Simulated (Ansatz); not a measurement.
Reaction (redistribution): `[CH3][Ge]([NH2])([F])[F]` + `[NH]=[V]([NH2])([OH])[Cl]` → `[CH3][Ge]([F])([F])[Cl]` + `[NH]=[V]([NH2])([NH2])[OH]`

Gas-phase electronic energies from Ansatz, PBE0-D4/def2-TZVP geometries. CCSD(T)/CBS adds triple-zeta CCSD(T) − MP2 to the extrapolated MP2 energy (def2 sets, frozen cores). Functionals use def2-TZVPP. B3LYP here is the variant with VWN-RPA as its local correlation; programs differ in this. HSE06 is defined as in plane-wave codes. For Ge, V outer-core shells are correlated without core-valence functions, which leaves a few kJ/mol of doubt a bond. Scalar relativity is left out up to krypton. One conformer a species, not always the lowest.

Question: Is it downhill or uphill in electronic energy at CCSD(T)/CBS, and by how much? (An estimate is asked.)

Answer: The calculation gave: Uphill: ΔE = +9.3 kcal/mol.

Question: What do these levels give: PBE-D4, BLYP-D4, B97M-V, PBE0-D4, B3LYP-D4, HSE06-D4, BHLYP-D4, PBE, HSE06, CCSD/def2-SVP, HF/def2-QZVPP, HF/CBS(def2)? (An estimate is asked.)

Answer: Computed: PBE-D4 8.3, BLYP-D4 8.1, B97M-V 9.1, PBE0-D4 8.8, B3LYP-D4 8.6, HSE06-D4 8.9, BHLYP-D4 9.1, PBE 8.3, HSE06 8.9, CCSD/def2-SVP 11.4, HF/def2-QZVPP 9.2, HF/CBS(def2) 9.1 kcal/mol.

Largest T1 diagnostic among the species: 0.030, so the coupled-cluster value is less sure than usual.

At CCSD(T), def2-SVP lies +2.3 kcal/mol from the extrapolated value and def2-TZVPP +0.7 kcal/mol. Leaving LDA and LC-ωPBE aside and taking each functional with its dispersion term where it has one, the values, not all of them listed here, spread over 3.5 kcal/mol, from BLYP-D4 to PBE-QIDH. From BLYP to BHLYP (50 % exact exchange), in def2-TZVPP and without D4, ΔE moves by +0.9 kcal/mol.
